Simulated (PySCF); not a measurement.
CH₁₂N₂Si₃, SMILES [Si](N)(C)([SiH2][SiH3])N.

Geometry optimised at PBE0-D3(BJ)/def2-SVP. This is a generated structure with no PubChem entry under its InChIKey; it may be hypothetical. One conformer was computed; it need not be the lowest.

Two levels are set side by side: TDA-PBE/def2-SVPD (PySCF) and TDA-PBE0/def2-SVPD (PySCF). Vertical, same geometry. The lowest singlet is HOMO→LUMO 98 % with PBE and HOMO→LUMO 94 % with the other functional; states are paired by order. Differences are taken from unrounded values.

```json
[
 {"quantity": "lowest singlet excitation (eV)", "TDA-PBE": "5.05"},
 {"quantity": "lowest triplet excitation (TDA) (eV)", "TDA-PBE": "4.82"},
 {"quantity": "first bright state (f over 0.05) (eV)", "TDA-PBE": "5.62"},
 {"quantity": "its oscillator strength", "TDA-PBE": "0.07"}
]
```

### Question
These are the TDA-PBE values. What does TDA-PBE0 give? (An estimate is asked for; the answer gives what the named calculation found.)

### Answer

```csv
quantity,TDA-PBE0,TDA-PBE minus TDA-PBE0
lowest singlet excitation (eV),5.78,-0.72
lowest triplet excitation (TDA) (eV),5.29,-0.48
first bright state (f over 0.05) (eV),6.02,-0.39
its oscillator strength,0.11,-0.04
```

A lower first singlet is the usual sign of a functional without exact exchange. Differences between two approximate levels are no errors against the true value.

Rough cost on one machine, each run with all the roots and properties that it gave: TDA-PBE0 against TDA-PBE about 3 times.
